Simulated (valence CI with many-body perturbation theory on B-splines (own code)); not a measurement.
The numbers below are computed, except where a source is named.
# Xe21+: magnetic and hyperfine properties of the levels

Method: relativistic CI+MBPT: five valence electrons over a frozen Dirac-Fock core [Ar] 3d10, radial functions for each j: 9 s, 9 p, 8 d, 6 f, 3 g, 1 h, with the one-electron correlation potential Σ1 (screened to all orders), the two-electron term Σ2, the three-electron term Σ3, Breit, model QED; selected single and double excitations, second order for the rest (own B-spline code, finite nucleus).

No measured levels were compared; by estimate levels hold to about 250 cm⁻¹ or 0.2 % of their energy and the worst to 1 %, as in measured heavy ions of charge 2 to 7; those with d or f electrons hold less well. Among the levels kept, up to 280 cm⁻¹ of a level comes from second order outside the variational space, and about a tenth of that is noise between levels of different J, which matters for small intervals.

A/g_I is the dipole constant over the nuclear g factor μ/I (μ in nuclear magnetons, uniformly magnetised nucleus), B/Q the quadrupole constant per barn. Both hold the static response of the core; the bare values leave it out. Large factors of s and p1/2 electrons are usually good to 5 to 10 %; those of open d and f shells near neutrality can be off by tens of per cent, and small factors of p3/2, d and f electrons come from cancelling terms and can be off by a factor of two or in sign, in half-filled shells by more. B is blank for J = 1/2, where it vanishes, and for nearly pure S terms. Energies count from the lowest level.

Levels are named by their leading jj configuration (3d3/2^4 stands for four electrons in 3d with j = 3/2), which in mixed levels can hold well under half, so a name can repeat and another be missing. Letters in brackets count levels of one name in rising energy.

```tsv
Level	E (eV)	g	A/g_I (MHz)	A/g_I bare	B/Q (MHz/b)	B/Q bare
(4s^2 4p1/2^2 4p3/2) J=3/2	0.00	1.498	12000	11200	19800	18800
(4s^2 4p1/2 4p3/2^2) J=3/2	13.38	1.368	673	521	10200	9720
(4s^2 4p1/2 4p3/2^2) J=5/2	16.49	1.199	29800	28300	-133	-120
(4s^2 4p1/2 4p3/2^2) J=1/2	20.61	0.663	91100	87100		
(4s^2 4p3/2^3) J=3/2	34.17	1.265	15000	14300	-30100	-28500
(4s 4p1/2^2 4p3/2^2) J=5/2	63.26	1.536	68500	65300	14700	14000
(4s 4p1/2^2 4p3/2^2) J=3/2	70.77	1.389	-5780	-5500	-19200	-18200
(4s 4p1/2^2 4p3/2^2) J=1/2	71.46	2.393	236000	225000		
(4s 4p1/2 4p3/2^3) J=3/2 [a]	80.10	1.263	35600	34000	-21400	-20300
(4s 4p1/2 4p3/2^3) J=5/2	84.11	1.258	79500	75900	-40900	-38800
(4s^2 4p1/2^2 4d3/2) J=3/2	86.18	0.727	2730	2840	2970	2820
(4s 4p1/2 4p3/2^3) J=1/2	89.27	1.444	2810	2720		
(4s^2 4p1/2^2 4d5/2) J=5/2	90.78	1.170	3370	3380	9010	8550
(4s 4p1/2 4p3/2^3) J=3/2 [b]	90.84	1.117	10000	9590	3960	3780
(4s^2 4p1/2 4p3/2 4d3/2) J=5/2 [a]	97.92	0.942	22700	21800	-8060	-7640
(4s^2 4p1/2 4p3/2 4d3/2) J=1/2 [a]	99.01	0.288	57500	55300		
(4s^2 4p1/2 4p3/2 4d3/2) J=7/2	100.05	1.144	16600	15900	8860	8410
(4s^2 4p1/2 4p3/2 4d3/2) J=3/2 [a]	100.52	1.031	12100	11700	-12700	-12100
(4s^2 4p1/2 4p3/2 4d5/2) J=7/2 [a]	101.01	1.291	1630	1620	29300	27800
(4s^2 4p1/2 4p3/2 4d5/2) J=9/2	103.93	1.237	15300	14600	11300	10800
(4s^2 4p1/2 4p3/2 4d5/2) J=5/2 [a]	105.25	1.195	13600	13100	-12200	-11600
(4s 4p3/2^4) J=1/2	106.06	1.262	185000	177000		
(4s^2 4p1/2 4p3/2 4d5/2) J=3/2 [a]	106.56	1.200	-6500	-6140	-684	-659
(4s^2 4p1/2 4p3/2 4d3/2) J=5/2 [b]	109.92	1.401	8890	8530	-9.39	-7.73
(4s^2 4p1/2 4p3/2 4d5/2) J=7/2 [b]	110.13	1.044	17400	16700	21200	20200
(4s^2 4p1/2 4p3/2 4d3/2) J=3/2 [b]	110.79	1.460	10700	10200	-7200	-6850
(4s^2 4p1/2 4p3/2 4d3/2) J=1/2 [b]	110.94	2.036	43700	41600		
(4s^2 4p1/2 4p3/2 4d5/2) J=3/2 [b]	114.17	0.877	21800	21000	10800	10300
(4s^2 4p1/2 4p3/2 4d5/2) J=5/2 [b]	115.81	1.100	1410	1400	20600	19600
(4s^2 4p1/2 4p3/2 4d5/2) J=1/2	117.38	0.964	-23300	-22100		
(4s^2 4p3/2^2 4d5/2) J=7/2	118.19	1.237	7830	7530	7010	6660
(4s^2 4p3/2^2 4d5/2) J=9/2	119.61	1.205	8870	8530	26900	25500
(4s^2 4p3/2^2 4d3/2) J=1/2	121.63	1.048	1400	1060		
(4s^2 4p3/2^2 4d3/2) J=3/2 [a]	123.12	1.104	10900	10400	-10800	-10200
(4s^2 4p3/2^2 4d3/2) J=5/2	123.90	1.193	15400	14800	-8280	-7860
(4s^2 4p3/2^2 4d3/2) J=7/2	127.55	1.120	12700	12100	-2050	-1900
(4s^2 4p3/2^2 4d5/2) J=5/2 [a]	127.69	1.205	4030	4000	35500	33700
(4s^2 4p3/2^2 4d3/2) J=3/2 [b]	129.60	1.125	7200	7030	-2.30	24.6
(4s^2 4p3/2^2 4d5/2) J=1/2	130.38	1.893	54000	51900		
(4s^2 4p3/2^2 4d5/2) J=3/2	134.37	0.957	6720	6620	6400	6090
```

Question: Take the isotope of mass number 131, with I = 3/2, μ = 0.69185 μN and Q = -0.114 b. What is the hyperfine structure of (4s^2 4p1/2 4p3/2^2) J=1/2?

Answer: From the table A = 42000 MHz. Shifts from the centre of gravity in MHz: F = 1: -52500, F = 2: 31500.
